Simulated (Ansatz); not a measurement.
Consider the homolysis of the O–Si bond: `O[Si](F)(F)O[SiH3]` → `[O][Si](O)(F)F`• + `[SiH3]`•.

Program: Ansatz. Geometries: PBE0-D4/def2-TZVP. ΔE: electronic, gas phase. CCSD(T)/CBS adds triple-zeta CCSD(T) − MP2 to the extrapolated MP2 energy (def2 sets, frozen cores). This one scheme is used for every species. DFT in def2-TZVPP. B3LYP here is the variant with VWN-RPA as its local correlation; programs differ in this. HSE06 is defined as in plane-wave codes. Open shells (•) are unrestricted, without spin–orbit coupling. One conformer a species, not always the lowest.

`O[Si](F)(F)O[SiH3]`:

Cartesian coordinates in Å:
```
O -1.000 -2.056 -0.784
Si -0.036 -0.776 -0.949
F 1.453 -1.221 -1.237
F -0.458 0.096 -2.198
O -0.115 0.083 0.387
Si 0.232 1.361 1.355
H -1.065 -2.686 -1.502
H -0.418 1.127 2.665
H 1.701 1.468 1.526
H -0.294 2.604 0.739
```

`[O][Si](O)(F)F`•:

Z-matrix (Å, degrees):
```
Si
O 1 1.610
F 1 1.568 2 107.3
O 1 1.650 2 107.3 3 -121.9
F 1 1.574 2 114.6 3 118.6
H 2 0.959 1 119.4 3 -178.7
```

`[SiH3]`•:

Z-matrix (Å, degrees):
```
Si
H 1 1.486
H 1 1.486 2 111.3
H 1 1.486 2 111.3 3 124.6
```

```
   level  ΔE (eV)
B3LYP-D4     5.74
   HSE06     5.62
```

(1) What does CCSD(T)/CBS give? (An estimate is asked.)

Largest T1 diagnostic among the species: 0.015.

Results:

(1) Ansatz gave: +6.06 eV. The listed levels differ from it by -0.32, -0.44 eV.

Leaving LDA and LC-ωPBE aside and taking each functional with its dispersion term where it has one, the values, not all of them listed here, spread over 0.53 eV, from revPBE-D4 to ωB97M-V. LDA lies +0.82 eV from PBE without D4, its usual overbinding. At CCSD(T), def2-SVP lies −0.48 eV from the extrapolated value and def2-TZVPP −0.20 eV: correlation converges slowly with the basis, and small sets miss more of it in the bonded molecule than in its fragments. In def2-TZVPP, CCSD(T) changes the Hartree–Fock value by +1.22 eV (the triples alone add +0.08 eV) and MP2 by +1.58 eV; breaking electron pairs costs correlation energy, which Hartree–Fock lacks.

CCSD(T)/CBS has its own doubt, a few kJ/mol and more with outer-core shells, so smaller differences from it don't rank the levels.
